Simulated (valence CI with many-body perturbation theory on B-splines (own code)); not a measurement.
## Energy levels of In28+

Calculated by configuration interaction combined with many-body perturbation theory (CI+MBPT): three valence electrons over a frozen Dirac-Fock core [Ar], a basis of 7 s, 7 p, 8 d, 6 f, 4 g, 1 h functions for each j, with the one-electron correlation potential Σ1 (screened to all orders), the two-electron term Σ2, the three-electron term Σ3, Breit, model QED; selected single and double excitations, second order for the rest, scaled by the run's own slope (own B-spline code, finite nucleus).

The last digits are not significant, and no measured levels were compared; by estimate large intervals hold to a few tenths of a per cent, small ones and those within an open d or f shell to about a per cent. Only levels of the ground parity were solved; by the run's estimate the other parity begins above the list, which can be wrong where configurations are misplaced.

Levels 1 to 19 of 19, with energies above the lowest level, 3d³ ⁴F_3/2. "Leading %" is the weight of the configuration and term that name the level; weights of strongly mixed levels are sums over their largest components and can fall short. In the jj column 3d3/2^4 stands for four electrons in 3d with j = 3/2.

```
No.  Configuration  Term     J  E (eV)  Leading %             Leading jj  Second component
  1            3d³    ⁴F   3/2   0.000         76         3d3/2^3 (81 %)       20 % 3d³ ²D
  2            3d³    ⁴F   5/2   5.930         93   3d3/2^2 3d5/2 (93 %)        7 % 3d³ ²D
  3            3d³    ⁴F   7/2   9.815         76   3d3/2^2 3d5/2 (66 %)       20 % 3d³ ²G
  4            3d³    ⁴P   3/2  11.313         45   3d3/2^2 3d5/2 (85 %)       33 % 3d³ ²P
  5            3d³    ⁴F   9/2  11.757         43   3d3/2^2 3d5/2 (78 %)       39 % 3d³ ²G
  6            3d³    ⁴P   1/2  13.272         69   3d3/2^2 3d5/2 (97 %)       31 % 3d³ ²P
  7            3d³    ²G   7/2  18.468         74   3d3/2 3d5/2^2 (76 %)       23 % 3d³ ⁴F
  8            3d³    ²H   9/2  19.437         54   3d3/2 3d5/2^2 (65 %)       43 % 3d³ ⁴F
  9            3d³    ⁴P   5/2  19.778         85   3d3/2 3d5/2^2 (55 %)       11 % 3d³ ²D
 10            3d³    ²D   3/2  22.439         45   3d3/2 3d5/2^2 (96 %)       41 % 3d³ ⁴P
 11            3d³    ²P   1/2  23.771         69   3d3/2 3d5/2^2 (97 %)       31 % 3d³ ⁴P
 12            3d³    ²H  11/2  25.234        100  3d3/2 3d5/2^2 (100 %)                  
 13            3d³    ²D   5/2  27.149         90   3d3/2 3d5/2^2 (68 %)        5 % 3d³ ⁴F
 14            3d³    ²G   9/2  30.217         58         3d5/2^3 (84 %)       28 % 3d³ ²H
 15            3d³    ²F   5/2  30.409         80   3d3/2 3d5/2^2 (59 %)       14 % 3d³ ²D
 16            3d³    ²F   7/2  31.297         93   3d3/2 3d5/2^2 (90 %)        6 % 3d³ ²G
 17            3d³    ²P   3/2  32.937         58         3d5/2^3 (78 %)       28 % 3d³ ²D
 18            3d³    ²D   3/2  45.061         98   3d3/2 3d5/2^2 (77 %)                  
 19            3d³    ²D   5/2  46.314         79         3d5/2^3 (73 %)       16 % 3d³ ²F
```

Names give the largest LS component (configuration and term), which can be under half, so a name can repeat, a term be missing and a line seem to break the LS rules; names also repeat where a configuration has a term twice.

The ionisation energy to 3d² ³F2 of the next ion comes out as 1576 eV (NIST: 1575 ± 4 eV (theoretical)). All 19 levels together are meant to be complete up to 48.166 eV.
